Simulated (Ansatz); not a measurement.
`O[SiH](O)[SiH](Cl)Cl` + `C[SiH2]N` → `C[SiH2]N[SiH](O)O` + dichlorosilane  (cleavage of the Si–Si bond)

Program: Ansatz. Geometries: PBE0-D4/def2-TZVP. ΔE: electronic, gas phase. CCSD(T)/CBS adds triple-zeta CCSD(T) − MP2 to the extrapolated MP2 energy (def2 sets, frozen cores). Functionals use def2-TZVPP. B3LYP here is the variant with VWN-RPA as its local correlation; programs differ in this. One conformer a species, not always the lowest.

```tsv
level	ΔE (eV)
ωB97M-V	-0.99
r2SCAN	-0.92
B3LYP	-0.92
MP2/def2-TZVPP	-1.06
SCS-MP2/def2-TZVPP	-1.07
CCSD/def2-TZVPP	-1.04
CCSD(T)/def2-TZVPP	-1.01
HF/def2-QZVPP	-1.17
```

Task: What does CCSD(T)/CBS give? (Best estimate.)

Result: The calculation gave: -0.98 eV. The listed levels differ from it by -0.01, 0.06, 0.06, -0.08, -0.09, -0.06, -0.03, -0.19 eV.

Largest T1 diagnostic among the species: 0.011.

In def2-TZVPP, CCSD(T) changes the Hartree–Fock value by +0.14 eV (the triples alone add +0.02 eV) and MP2 by +0.09 eV. From PBE to PBE0 (25 % exact exchange), in def2-TZVPP and without D4, ΔE moves by −0.10 eV.
